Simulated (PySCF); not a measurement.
BH₆N, SMILES [BH3-][NH3+]. Coordinates come from a PBE-D3(BJ)/def2-TZVP optimisation.

Computed equilibrium geometry at PBE-D3(BJ)/def2-TZVP (PySCF confirms it by a frequency run) as Cartesian coordinates in Å, and its point group:
point group C3v.
```xyz
8

B      0.0000     0.0000    -0.9246
N      0.0000     0.0000     0.7243
H      0.0000    -1.1753    -1.2431
H      1.0178     0.5876    -1.2431
H     -1.0178     0.5876    -1.2431
H     -0.8269    -0.4774     1.0941
H      0.0000     0.9548     1.0941
H      0.8269    -0.4774     1.0941
```
